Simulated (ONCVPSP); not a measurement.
## Potentials for B compared

Generated with ld1.x 7.5 (TM, RRKJ, ultrasoft, PAW), atompaw 4.2 or ONCVPSP 4.0.1. The cutoff is in Ry: for ld1.x and atompaw files where the sum of valence levels is converged to 10 mRy in a Bessel basis, for ONCV files where the hardest occupied wave has 1 mHa per electron of residual kinetic energy. The error is the largest all-electron minus pseudo excitation energy over each file’s own four to seven test configurations (ionisations up to +4, promotions, holes and added fractions of an electron), all of which were solved. The labels leave out finer settings (local radius, basis sizes, second energies), which also bear on the numbers. Spin-polarised tests are not counted. The rows are a selection from randomly drawn settings: files with unsolved tests, undetermined cutoffs or missed reference levels are left out.

A true bound ghost makes a file unfit for plane-wave use even where its test errors are small: the radial tests pick states by their node count and pass the ghost by.

```csv
potential,cutoff (Ry),largest error (meV),bound ghosts
"ONCV, PBE, scalar-relativistic, rc 1.30/2.60/2.00 (spd), local smoothed, core correction yes, reference 2s1.5 2p1.5, qcut 6.1/6.4/4.7, projectors 1/1/2",25,+174,p
"ONCV, BLYP, scalar-relativistic, rc 1.50/1.60 (sp), local smoothed, core correction yes, reference 2s2, qcut 4.6/5.4, projectors 3/2",23,+21,none
"ONCV, PBEsol, scalar-relativistic, rc 1.55/2.15/1.65 (spd), local smoothed, core correction yes, reference 2s2 2p0.75, qcut 4/5.9/6.2, projectors 2/3/1",45,+32,none
"ONCV, LDA (Perdew-Wang 92), scalar-relativistic, rc 1.50/1.60/1.45 (spd), local smoothed, core correction no, reference 2s2, qcut 3.5/4.5/6.9, projectors 2/2/1",66,+36,none
"ONCV, PBEsol, non-relativistic, rc 1.15/2.40/2.00 (spd), local smoothed, core correction no, reference 2s2 2p1, qcut 6.1/5.2/5.3, projectors 1/1/3",25,+148,none
"ONCV, LDA (Perdew-Zunger), fully relativistic, rc 1.60/3.10 (sp), local smoothed, core correction no, reference 2s1.5 2p1.5, qcut 5.3/5.7, projectors 1/3",19,+362,none
"ONCV, PBEsol, scalar-relativistic, rc 1.65/4.00 (sp), local s, core correction yes, reference 2s2 2p1, qcut 4.8/2.9, projectors 0/2",17,+925,none
```

(1) Fill in the row for B: ONCV, PBE, scalar-relativistic, rc 1.50/3.35/2.75 (spd), local s, core correction yes, reference 2s2 2p1, qcut 4.1/4.7/4.1, projectors 0/3/2.

## Answers

(1) cutoff 31 Ry, largest error +351 meV, bound ghosts: none.
